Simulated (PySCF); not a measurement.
SiHCl, SMILES [SiH]Cl (connectivity only; charge and spin as stated), neutral, multiplicity 1. The structure is a stationary point at r2SCAN-D4/def2-TZVP. The isomer is the one that the SMILES or the coordinates give; other isomers of the formula were not compared.

PySCF with TDDFT-CAM-B3LYP/def2-TZVPD puts the lowest singlet excitations at 2.68, 5.41, 5.55, 6.21, 6.32, 6.34 eV and the lowest triplet (TDA) at 1.52 eV.

Task: What are the lowest singlet roots from EOM-CCSD/aug-cc-pVDZ in PySCF? (The exact figures need the calculation; the answer reports its results.)

Result: 2.84, 5.70, 5.72, 6.29, 6.41, 6.63 eV; triplets 1.64, 4.68, 5.18 eV. S1 differs by 0.16 eV (second minus first; roots are paired by order, and the bases may differ).
